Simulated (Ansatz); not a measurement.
Tuning the range parameter of LC-ωPBE so that −HOMO meets the ionisation energy; basis def2-SVP, Ansatz. System: Zn6Te6H22. The state is a singlet with charge 0. Geometry: PBE-D4/def2-SVP, loosely relaxed. The ionised state is a doublet.

Geometry of the singlet:

```tsv
atom	x (Å)	y (Å)	z (Å)
Zn1	2.4377	-3.5344	-0.1595
Zn2	-0.8100	0.9840	-3.2040
Zn3	-1.5385	-1.3821	3.8008
Zn4	-2.4675	1.7825	-0.9915
Zn5	1.0886	0.6268	0.7858
Zn6	0.6506	2.8180	-1.7045
Te7	0.6350	-2.9344	2.2837
Te8	-0.8779	-0.3818	-0.8053
Te9	3.2923	-0.5645	0.0086
Te10	2.2672	1.2788	-3.3584
Te11	0.2117	0.9953	3.1955
Te12	-1.7036	3.7204	0.7768
H13	1.5136	-2.7286	-1.1515
H14	3.4406	-4.5283	0.4920
H15	-1.1927	0.4789	-4.6171
H16	0.3398	-2.2708	-4.0583
H17	-2.1791	-0.8248	2.4697
H18	-1.3189	-1.9280	5.2416
H19	-3.8173	1.8585	-1.7769
H20	-4.2471	0.7637	0.9470
H21	0.8153	1.9756	-0.2265
H22	-0.9915	2.4249	-2.2590
H23	1.0019	4.3421	-1.7932
H24	0.1392	-4.5447	2.4275
H25	1.7498	-3.1786	3.5173
H26	-1.8700	-1.7356	-0.6750
H27	0.6971	-2.5479	-3.4330
H28	4.2787	0.5576	0.8062
H29	1.4990	-0.2148	-3.5706
H30	2.9494	0.5352	-1.7305
H31	-3.7528	0.3783	1.4012
H32	1.7096	1.5612	3.7509
H33	-3.1129	3.5109	1.6810
H34	-0.8371	2.7067	1.9293
```

In the def2 sets Te takes a core potential; there is no spin–orbit coupling. Single mean-field runs in def2-SVP are fitted with def2-universal-jkfit. The geometry of the charge 0 singlet is only loosely relaxed. The geometry of the charge 1 doublet is only loosely relaxed. In the singlet geometry the species has come apart into loosely held pieces. In the singlet, H16 and H27 lie 0.77 Å apart, H20 and H31 lie 0.77 Å apart (atoms count from 1), so H2 has formed as a molecule. In the doublet geometry the species has come apart into loosely held pieces.

```
ω (1/bohr)  HOMO (eV)  LUMO (eV)  vertical IE (eV)  HOMO + IE (eV)
      0.15      -7.45      -0.62              7.63            0.18
       0.2      -7.83      -0.28              7.83            0.00
       0.3      -8.40       0.12              8.03           -0.37
```

Estimate the row for 0.1 bohr⁻¹.


```csv
ω (1/bohr),HOMO (eV),LUMO (eV),vertical IE (eV),HOMO + IE (eV)
0.1,-6.97,-1.08,7.42,0.45
```

Where does the tuning condition hold?

Near ω = 0.20 bohr⁻¹, by linear interpolation.
